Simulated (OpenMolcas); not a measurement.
# Se+: effect of the IPEA shift

```
Program             : OpenMolcas 26.06
Basis               : ANO-R3 [7s6p5d4f2g]
Scalar Hamiltonian  : X2C, finite nucleus
Active space        : 3 electrons in 3 orbitals (4p)
State averaging     : 2S+1 = 4 odd, 1 root; 2S+1 = 2 odd, 8 roots
Spin-orbit coupling : RASSI with atomic mean-field integrals over the reference wave functions, term energies averaged over their components
```

Methods on the same reference wave functions:
A. CASSCF
B. SS-CASPT2, IPEA 0 Eh, imaginary shift 0.1 Eh (closed shells correlated: 3d 4s)
C. SS-CASPT2, IPEA 0.25 Eh, imaginary shift 0.1 Eh (closed shells correlated: 3d 4s)

Energies in cm⁻¹ above 4s² 4p³ ⁴S°_3/2, the measured ground level; measured values from NIST Handbook of Basic Atomic Spectroscopic Data.

```tsv
Level	A	B	C	Measured
4s² 4p³ ⁴S°_3/2	0.0	0.0	0.0	0.0
4s² 4p³ ²D°_3/2	17496	13960	13760	13168
4s² 4p³ ²D°_5/2	17900	14430	14220	13784
4s² 4p³ ²P°_1/2	29581	24410	24160	23038
4s² 4p³ ²P°_3/2	30121	25040	24800	23895
```

Deviations, from unrounded energies. A percentage is the sum of absolute deviations over the sum of measured energies, with the sign that they share, or ± where signs differ.

```tsv
Against measurement	Levels	A	B	C
mean absolute deviation (cm-1)	4	5300	990	760
other terms of the ground configuration (%)	4	+28.7	+5.3	+4.1
```

C lies closest to measurement on these levels and A furthest from it. The largest miss of C in the table is 4s² 4p³ ²P°_1/2, by +1100 cm-1. The ranking rests on the paired levels alone, and a cruder setting can come out closer through cancelling errors.

Between B and C the level of the table that moves most is 4s² 4p³ ²P°_1/2, by 250 cm-1 (lowest in C, highest in B). Moves below CASPT2's spread within the term are not significant.

From A to B the spin-free energies of the other terms of 4s² 4p³ shown, above ⁴S°, scale by factors of 0.80 to 0.82.

The lowest spin-free term lies below A's lowest term by 0.595 hartree in B, 0.584 hartree in C.

CASPT2 breaks the degeneracy within a term, and the mean is taken; among the terms shown or strongly mixed into the levels shown the widest spread is 190 cm-1 (4s² 4p³ ²D°, C). With the s shell closed, the reference lacks s² → p² mixing. Without dynamic correlation excited terms often stand tens of per cent too high (terms of higher spin than the ground term too low), and those without a measured partner can miss by more than the paired ones (holds for A). Computed and measured levels are paired by configuration, term and J; levels that our copy of the source lacks, or whose pairing is in doubt (as where it misses far off the trend of its configuration), stay unpaired and out of the deviations. Only configurations of the active space appear.

° marks odd parity.
